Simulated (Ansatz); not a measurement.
An input meant for [Eu(NH3)6]3+ (EuN₆H₁₈³⁺) (charge 3, septet; atoms displaced at random, 0.08 Å in each coordinate).

```yaml
crystal:
  periodic: [false, false, false]
  atoms:
    - {symbol: Eu, position_ang: [-0.076759, -0.116765, -0.102771]}
    - {symbol: N, position_ang: [0.127383, 0.015611, 4.974500]}
    - {symbol: H, position_ang: [1.688701, 1.021003, 5.674234]}
    - {symbol: H, position_ang: [0.282881, -1.495503, 5.866336]}
    - {symbol: H, position_ang: [-1.147424, 1.187712, 5.717934]}
    - {symbol: N, position_ang: [-0.155338, -0.378325, -5.013057]}
    - {symbol: H, position_ang: [-1.932086, -1.381992, -5.605538]}
    - {symbol: H, position_ang: [1.299617, -0.982083, -5.868307]}
    - {symbol: H, position_ang: [-0.401741, 1.386258, -5.800823]}
    - {symbol: N, position_ang: [4.719748, -0.168777, 0.105234]}
    - {symbol: H, position_ang: [6.052935, 1.401723, 0.402662]}
    - {symbol: H, position_ang: [5.833207, -1.239276, -1.209653]}
    - {symbol: H, position_ang: [5.610321, -1.271045, 1.692112]}
    - {symbol: N, position_ang: [-4.755778, 0.196598, -0.217195]}
    - {symbol: H, position_ang: [-5.572544, 1.425101, -2.073305]}
    - {symbol: H, position_ang: [-5.609499, 1.049467, 1.066812]}
    - {symbol: H, position_ang: [-5.710375, -1.412533, -0.772479]}
    - {symbol: N, position_ang: [0.050499, 4.846929, 0.057657]}
    - {symbol: H, position_ang: [0.438437, 5.661579, 2.015140]}
    - {symbol: H, position_ang: [-2.104308, 5.466211, -0.175006]}
    - {symbol: H, position_ang: [1.037145, 5.892652, -1.051186]}
    - {symbol: N, position_ang: [0.318276, -4.722692, 0.019838]}
    - {symbol: H, position_ang: [-0.635941, -5.769189, -1.853651]}
    - {symbol: H, position_ang: [-1.192105, -5.832590, 1.096458]}
    - {symbol: H, position_ang: [1.731129, -5.345395, 0.467128]}
basis:
  gaussian: {orbitals: def2-SVP, fitting: {mean_field: def2-universal-jkfit}}
total_charge: 3
magnetization: {spin_polarized: true, initial_magnetization: 6}
hamiltonian: {xc: {name: B97M-V}, pseudopotentials: {relativity: scalar}}
scf: {lower_state_search: off}
```

```sh
$ ansatz run in.yaml --threads 4 --pin off --events-out ev --progress --plain --max-ram 6963MiB
```

It prints (some lines left out):

```
Functional definition: B97M-V
  name "B97M-V"
  cite "Mardirossian & Head-Gordon, J. Chem. Phys. 142, 074111 (2015) doi:10.1063/1.4907719"
  cite "Becke, J. Chem. Phys. 107, 8554 (1997) doi:10.1063/1.475007"
  cite "Vydrov & Van Voorhis, J. Chem. Phys. 133, 244103 (2010) doi:10.1063/1.3521275"
  # Of w^i u^j: cxij and so on, Table III.
  parameter cx00 = 1.000
  parameter cx01 = 1.308
  parameter cx02 = 1.901
  parameter cx10 = 0.416
  parameter cx11 = 3.070
  parameter css00 = 1.000
  parameter css02 = -1.855
  parameter css10 = -5.668
  parameter css32 = -20.497
  parameter css42 = -20.364
  parameter cos00 = 1.000
  parameter cos01 = 1.573
  parameter cos03 = -6.298
  parameter cos10 = 2.535
  parameter cos32 = -6.427
  parameter b = 6.0
  parameter c = 0.01
  gx(w, u) = cx00 + cx01*u + cx02*u^2 + (cx10 + cx11*u)*w
  gss(w, u) = css00 + css02*u^2 + css10*w + (css32*w^3 + css42*w^4)*u^2
  gos(w, u) = cos00 + cos01*u + cos03*u^3 + cos10*w + cos32*w^3*u^2
  exchange = spin_sum(e_x_unif_s*gx(b97_w, b97_u_x))
  correlation = spin_sum(e_c_pw_mod_same_spin*gss(b97_w, b97_u_same))
      + integral(e_c_pw_mod_opposite_spin*gos(b97_w_opposite, b97_u_opposite)) + vv10(b, c)
these checks for a lower state are left out or cut short: stability, starts, cluster_reference, orbital_swaps, neighbouring_geometries, increment
basis functions trapped inside cores are left out: 1
1224 factors; integrals over basis functions are off by at most 7.4e0 eV
mean field evaluation 1: about -27599.2066 eV, gradient 6.0e2 eV
mean field evaluation 2: about -18505.6516 eV, gradient 8.6e2 eV
mean field evaluation 4: about -20660.3422 eV, gradient 1.5e3 eV
mean field evaluation 8: about -28326.0323 eV, gradient 1.0e2 eV
mean field evaluation 16: about -28451.3263 eV, gradient 3.8e0 eV
mean field evaluation 32: about -28451.9611 eV, gradient 1.8e-2 eV
mean field -28451.96108635 eV, -1045.5902844914 hartree, gradient 6.4e-6 eV, S^2 20.884994; 0 other end points of the search recorded, 0 dependent functions left out
reference -28451.96128395 eV, -1045.5902917531 hartree; 49, 43 occupied and 202, 208 virtual orbitals, 1224 factors
Total energy: -28451.96128395 eV, -1045.5902917531 hartree
Relativity: scalar
Checks for a lower state left out: stability, starts, cluster_reference, orbital_swaps, neighbouring_geometries, increment
```

In this input the coordinates are in bohr but typed as ångström. Self-consistency was reached. The result belongs to that input, not to the species as meant.

In the def2 sets Eu takes a core potential; there is no spin–orbit coupling. With an open 4f shell the SCF may have ended on a state above the lowest. The charge 3 septet is spin-contaminated (final ⟨S²⟩ up to 20.88, 12.00 for a pure state).
